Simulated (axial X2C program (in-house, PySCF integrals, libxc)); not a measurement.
# TiP⁺: from the spin-free to the two-component result

Computed with an in-house all-electron X2C program for linear molecules (integrals from PySCF). Spin-free means the one-electron spin-free X2C Hamiltonian; two-component (2c) means X2C with spin–orbit coupling and atomic mean-field two-electron Coulomb and Gaunt terms, so the difference of the two also holds small scalar two-electron terms. Basis: Ti dyall-cv3z [10s10p6d4f2g], P dyall-v3z [8s7p2d1f] (cores contracted in-house); Gaussian nuclei, density fitting, unrestricted open shells. Masses: Ti 47.948 u, P 30.974 u.

Spin-free state: M_S = 0, Λ = 0 (closed shell); fragments Ti+ + P.

```csv
level,Re (Å),ωe (cm⁻¹),De (eV),μ (D)
PBE0,2.025,612.1,2.237,-5.84
TPSS,2.057,581.9,3.299,-5.76
```

Dipoles are positive if P is the positive end and refer to the centre of mass.

Two-component determinant lowest at the distance of the search:

Ω = 0 (closed shell); fragments Ti+ + P.

| level | Re (Å) | ωe (cm⁻¹) | μ (D) |
| --- | --- | --- | --- |
| PBE0 | 2.026 | 611.8 | -5.83 |
| TPSS | 2.057 | 581.7 | -5.75 |

**Question.** From the two tables, how do the constants change at the PBE0 level (2c against spin-free)?

**Answer.** At the PBE0 level Re is unchanged within 0.001 Å and ωe drops by 0.3 cm⁻¹.

The state is one determinant whose occupation by symmetry is held fixed; it was picked as the lowest of a PBE0 search that is not exhaustive. Closed shells are restricted here (equal orbitals for both partners); the stretched side of such a curve lies too high. De is counted from the lowest determinant-based energies of the atoms at the same level, without counterpoise correction. De is not given where an atomic determinant may have missed its ground term or J level, or where the truncated virtual space spoils (T). Without a current term, density functionals place determinants with orbital angular momentum somewhat too high.
